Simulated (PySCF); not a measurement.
Species: C7H10OSi.
Geometry (PBE0-D3(BJ)/def2-SVP, Å), atoms numbered from 1 in this order:
```
atom  x, y, z in Å
C1    -0.3706    2.8232    0.8406
C2    -0.6169    1.7499    0.3321
C3    -0.8984    0.4578   -0.2650
C4    -1.9300   -0.3714    0.4743
C5    -1.6839   -1.6719    0.6840
C6    -0.3885   -2.2696    0.2030
Si7    0.5947   -0.7488   -0.3035
O8     1.7425   -0.4395    0.8507
C9     2.7284    0.5561    0.8053
H10   -0.1575    3.7770    1.2853
H11   -1.2305    0.6204   -1.3101
H12   -2.8539    0.1060    0.8155
H13   -2.4174   -2.3004    1.2011
H14   -0.5500   -2.9623   -0.6421
H15    0.1229   -2.8485    0.9901
H16    1.2458   -0.7772   -1.6510
H17    3.5323    0.2897    1.5091
H18    3.1752    0.6532   -0.2016
H19    2.3183    1.5372    1.0959
```

The closed-shell ground state was solved at several levels (PySCF, density fitting, gas phase, non-relativistic).

```json
{"level": "HF/pcSseg-1", "basis functions": "210", "total energy (Eh)": "-634.5729", "HOMO (eV)": "-9.45", "LUMO (eV)": "4.15", "gap (eV)": "13.60", "dipole (D)": "0.97"}
{"level": "wB97X-D/def2-SVPD", "basis functions": "267", "total energy (Eh)": "-636.9739", "HOMO (eV)": "-8.79", "LUMO (eV)": "1.92", "gap (eV)": "10.71", "dipole (D)": "0.83"}
```

(1) What might PBE0/pcSseg-1 (210 basis functions) give for the same quantities?

(2) Over all these levels, which gives the widest orbital gap and which the narrowest?

(3) How far do the dipole and the HOMO energy spread over the levels?

Results:

(1) Total energy -636.8405 Eh, HOMO -6.96 eV, LUMO 0.22 eV, gap 7.18 eV, dipole 0.87 D.

(2) HF/pcSseg-1 (Hartree–Fock, all exact exchange) has the widest, 13.60 eV, and PBE0/pcSseg-1 (global hybrid, 25 % exact exchange) the narrowest, 7.18 eV. The two share the basis. From the narrowest to the widest the HOMO moves by -2.49 eV and the LUMO by +3.93 eV. The HOMO need not be the same orbital at Hartree–Fock and at DFT levels.

(3) The dipole runs from 0.83 to 0.97 D (mean 0.89 D) and the HOMO from -9.45 to -6.96 eV.

One conformer stands for the species.

wB97X-D is run here without its empirical dispersion term; that term would change no orbital, density or response property at a fixed geometry.
